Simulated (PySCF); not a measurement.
## Molecular orbitals of SnBr

PBE0 at R = 2.527 Å; basis Sn cc-pVTZ-PP with ECP28, Br cc-pVTZ-PP with ECP10; scalar-relativistic core potentials; PySCF 2.14. State: ²Π (doublet), unpaired electrons π ↑. Only the outer orbitals are listed, counted within each symmetry, core potentials removing the inner ones.

```csv
spin,orbital,occ.,ε (eV),on Sn (%),main shells (%)
α,7σ,1,-21.58,5,95 Br s
α,8σ,1,-12.96,79,"78 Sn s, 18 Br p"
α,9σ,1,-8.51,42,"58 Br p, 23 Sn p, 17 Sn s"
α,5π,1,-8.44,10,"90 Br p, 9 Sn p"
α,5π,1,-8.39,8,92 Br p
α,6π,1,-4.98,91,"91 Sn p, 8 Br p"
α,6π,0,-3.19,93,93 Sn p
α,10σ,0,-0.99,91,"87 Sn p, 14 Br p"
α,11σ,0,1.70,105,101 Sn s
β,7σ,1,-21.52,5,95 Br s
β,8σ,1,-12.30,73,"72 Sn s, 24 Br p"
β,5π,1,-8.38,7,93 Br p
β,9σ,1,-8.27,46,"53 Br p, 24 Sn s, 22 Sn p"
β,5π,1,-8.19,6,94 Br p
β,6π,0,-2.87,94,94 Sn p
β,6π,0,-2.10,95,95 Sn p
β,10σ,0,-0.71,92,"87 Sn p, 13 Br p"
```

Q: Which are the highest filled and the lowest empty level, where do they sit, and how wide is the gap?

A: Highest filled α 6π at -4.98 eV (in %: 91 Sn p, 8 Br p); lowest empty α 6π at -3.19 eV (in %: 93 Sn p); the gap at PBE0 is 1.79 eV. Both belong to one degenerate shell, split only by its one-sided filling, so this is no excitation gap.

```json
{
 "bond order (Mayer)": "1.12",
 "⟨S²⟩": "0.754",
 "charge on Sn (Mulliken, basis-dependent)": "0.30",
 "charge on Sn (Löwdin, basis-dependent)": "0.11",
 "dipole moment (positive dipole means Sn(−)Br(+))": "-2.48 D",
 "polarisability along the bond": "85.7 bohr³",
 "polarisability across the bond": "50.3 bohr³"
}
```

Shares are Mulliken populations and can fall outside 0 to 100 %.

Spin–orbit coupling is left out. The state was picked by a PBE0 search and need not be the measured ground state.
